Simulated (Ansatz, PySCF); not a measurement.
CH7F2NSi2, SMILES [SiH2](F)C[Si@@H](F)N. Atoms are numbered in the order given.

```xyz
13

N      1.4703    -0.3480    -0.8925
Si     1.1349     0.4180     0.5959
F      1.7359    -0.3740     1.8938
C     -0.7210     0.4973     0.8259
Si    -1.7138     0.3030    -0.7352
F     -1.3310    -1.1489    -1.3922
H      0.8942    -1.1159    -1.2226
H      2.3960    -0.3555    -1.3031
H      1.7992     1.7474     0.6145
H     -0.9849     1.4575     1.3025
H     -1.0196    -0.2942     1.5352
H     -3.1780     0.2655    -0.4579
H     -1.4134     1.3587    -1.7403
```

Geometry optimised at PBE0-D3(BJ)/def2-SVP. The structure was generated by enumeration; whether it is a known compound was not checked. Other conformers were not sampled.

Vertical ionisation energy (IE) and electron affinity (EA) in eV. Rows of orbital energies are one-electron estimates. Where ΔSCF, EOM or ADC give a negative EA the extra electron is unbound and the value depends on the basis.

| level | IE | EA |
|---|---|---|
| −ε(HOMO), −ε(LUMO), PBE0/def2-TZVP (PySCF) | 8.00 | -0.21 |
| −ε(HOMO), −ε(LUMO), PBE/def2-TZVP (PySCF) | 6.53 | 0.67 |
| ΔSCF, PBE0/def2-SVPD (Ansatz), final states of multiplicity 2 and 2 | 10.24 | -1.49 |
| ΔSCF, PBE/def2-SVPD (Ansatz), final states of multiplicity 2 and 2 | 9.79 | -1.24 |

Question: What vertical singlet–triplet gap does ΔSCF give with PBE0/def2-SVPD (Ansatz, an electronic-structure program) and with PBE/def2-SVPD (Ansatz)? (The exact figures need the calculation; the answer reports its results.)

Answer: 6.74 and 6.45 eV (triplet above singlet where positive).
